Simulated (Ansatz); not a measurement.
One change: `BC(=C)CI` becomes `BC(B)=C`.

Ansatz, PBE0-D4/def2-TZVP geometries, multiplicity 1. Each molecule was computed in one conformer, which needn't be the lowest.

Elements past krypton have def2 core potentials.  Spin–orbit coupling is left out; it splits and shifts lone-pair levels of the heavy atoms by tenths of an eV.

```csv
property,`BC(=C)CI`
HOMO–LUMO gap (B3LYP/def2-TZVPP) / eV,4.61
HOMO energy (PBE0/def2-TZVPP) / eV,-7.29
LUMO energy (ωB97M-V/def2-TZVPP) / eV,-0.24
HOMO energy (B3LYP/def2-TZVPP) / eV,-7.05
LUMO energy (PBE0/def2-TZVPP) / eV,-2.25
size of the dipole moment (PBE/def2-TZVPP) / D,2.03
```

Task: Give the same properties after the change, and the shifts. (Estimate.)

Result: Ansatz gave: 
```tsv
property	`BC(B)=C`	shift
HOMO–LUMO gap (B3LYP/def2-TZVPP) / eV	5.63	1.02
HOMO energy (PBE0/def2-TZVPP) / eV	-8.62	-1.33
LUMO energy (ωB97M-V/def2-TZVPP) / eV	-0.54	-0.30
HOMO energy (B3LYP/def2-TZVPP) / eV	-8.44	-1.39
LUMO energy (PBE0/def2-TZVPP) / eV	-2.61	-0.36
size of the dipole moment (PBE/def2-TZVPP) / D	1.67	-0.36
```

With PBE0 the HOMO falls by 1.33 eV and the LUMO falls by 0.36 eV, so the gap widens by about 0.97 eV. PBE moves the HOMO by -1.08 eV and ωB97M-V by -1.48 eV. Dipoles are sizes alone; their direction can turn.

B3LYP here is the variant with VWN-RPA as its local correlation; programs differ in this.
